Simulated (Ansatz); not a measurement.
`C[N](C)[Sn][Cl]` + H₂S → `[SH][Sn][Cl]` + dimethylamine at 298.15 K and 1 bar (ligand exchange at the Sn–N bond).

Isolated molecules relaxed with PBE0-D4/def2-TZVP in Ansatz; ΔE leaves out vibrations. CCSD(T)/CBS adds triple-zeta CCSD(T) − MP2 to the extrapolated MP2 energy (def2 sets, frozen cores). This one scheme is used for every species. Elements past krypton have def2 core potentials. For Sn outer-core shells are correlated without core-valence functions, which leaves a few kJ/mol of doubt a bond. One conformer a species, not always the lowest.

| species | CCSD(T)/CBS energy (Eh) | H − E (kJ/mol) | S (J/(mol·K)) |
| --- | --- | --- | --- |
| `C[N](C)[Sn][Cl]` | -808.28811 | 239.1 | 367.7 |
| H₂S | -398.97279 | 49.9 | 205.7 |
| `[SH][Sn][Cl]` | -1072.27294 | 41.6 | 319.0 |
| `CNC` | -135.00321 | 256.9 | 271.4 |

H − E and S are ideal-gas, rigid-rotor, harmonic terms from PBE0-D4/def2-TZVP, for one conformer and one mirror image of each species. 1 Eh = 2625.50 kJ/mol, R = 8.31446 J/(mol·K).

Question: By hand: ΔE, ΔH, ΔS and ΔG.

Answer: ΔE = (-1072.27294) + (-135.00321) − (-808.28811) − (-398.97279) = -0.01525 Eh = -40.0 kJ/mol. Δ(H − E) = 41.6 + 256.9 − 239.1 − 49.9 = 9.5, so ΔH = -30.5 kJ/mol. ΔS = 319.0 + 271.4 − 367.7 − 205.7 = 17.0 J/(mol·K). ΔG = -30.5 − 298.15 × (17.0)/1000 = -35.6 kJ/mol.

Question: By hand: the equilibrium constant, and the temperature at which ΔG would vanish if ΔH and ΔS stayed fixed.

Answer: log₁₀ K = −ΔG/(RT ln 10) = 6.2. ΔH and −TΔS have one sign here, so there is no such temperature.

ΔH outweighs TΔS. A doubt of 5 kJ/mol in ΔE shifts log₁₀ K by 0.9 here. Other conformers and mirror images would add mixing entropy, several J/(mol·K) or more a flexible species. These are equilibria of isolated gas molecules and say nothing of rates. Largest T1 diagnostic: 0.017 (customary marks: 0.02 for closed shells, 0.045 for open ones).
